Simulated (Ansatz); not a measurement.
Relaxation of AlBrH2O (5 atoms, charge 0, multiplicity 1), to a largest force component of 0.03 eV/Å in at most 50 steps.

Method: Ansatz 0.2.0, RKS PBE0-D4/def2-SVP.

```xyz
5
Properties=species:S:1:pos:R:3
Al -0.233 -0.025 0.733
Br 1.990 -1.437 -1.888
H 2.012 -1.272 -0.422
O -1.513 1.068 0.772
H -2.256 1.666 0.806
```

**Question.** Where does it end, and by what steps?

**Answer.** The forces met the threshold. The force dipped under the threshold on the way, but the program's further checks kept it going. After 19 steps the energy has fallen by 0.095 eV; Br2 moved furthest, 0.70 Å.

```json
{"step": "0", "energy less start (eV)": "0.0000", "largest force component (eV/Å)": "1.033", "accepted": "yes"}
{"step": "1", "energy less start (eV)": "-0.0526", "largest force component (eV/Å)": "0.281", "accepted": "yes"}
{"step": "2", "energy less start (eV)": "-0.0561", "largest force component (eV/Å)": "0.248", "accepted": "yes"}
{"step": "3", "energy less start (eV)": "-0.0615", "largest force component (eV/Å)": "0.212", "accepted": "yes"}
{"step": "4", "energy less start (eV)": "-0.0651", "largest force component (eV/Å)": "0.108", "accepted": "yes"}
{"step": "5", "energy less start (eV)": "-0.0721", "largest force component (eV/Å)": "0.131", "accepted": "yes"}
{"step": "6", "energy less start (eV)": "-0.0748", "largest force component (eV/Å)": "0.330", "accepted": "yes"}
{"step": "7", "energy less start (eV)": "-0.0793", "largest force component (eV/Å)": "0.217", "accepted": "yes"}
{"step": "8", "energy less start (eV)": "-0.0825", "largest force component (eV/Å)": "0.016", "accepted": "yes"}
{"step": "9", "energy less start (eV)": "-0.0841", "largest force component (eV/Å)": "0.207", "accepted": "yes"}
{"step": "10", "energy less start (eV)": "-0.0868", "largest force component (eV/Å)": "0.150", "accepted": "yes"}
{"step": "11", "energy less start (eV)": "-0.0889", "largest force component (eV/Å)": "0.036", "accepted": "yes"}
{"step": "12", "energy less start (eV)": "-0.0845", "largest force component (eV/Å)": "0.496", "accepted": "no"}
{"step": "13", "energy less start (eV)": "-0.0900", "largest force component (eV/Å)": "0.005", "accepted": "yes"}
{"step": "14", "energy less start (eV)": "-0.0909", "largest force component (eV/Å)": "0.186", "accepted": "yes"}
{"step": "15", "energy less start (eV)": "-0.0916", "largest force component (eV/Å)": "0.097", "accepted": "yes"}
{"step": "16", "energy less start (eV)": "-0.0928", "largest force component (eV/Å)": "0.005", "accepted": "yes"}
{"step": "17", "energy less start (eV)": "-0.0932", "largest force component (eV/Å)": "0.110", "accepted": "yes"}
{"step": "18", "energy less start (eV)": "-0.0940", "largest force component (eV/Å)": "0.091", "accepted": "yes"}
{"step": "19", "energy less start (eV)": "-0.0945", "largest force component (eV/Å)": "0.004", "accepted": "yes"}
```

```xyz
5
Properties=species:S:1:pos:R:3
Al -0.266 0.141 0.502
Br 2.570 -1.765 -1.677
H 1.608 -1.134 -0.808
O -1.581 1.104 0.889
H -2.332 1.654 1.093
```

Time of the run: 27 s on 2 threads of Intel(R) Xeon(R) Platinum 8259CL CPU @ 2.50GHz (Skylake/Cascade Lake), with other jobs on the host, peak memory 0.16 GiB.
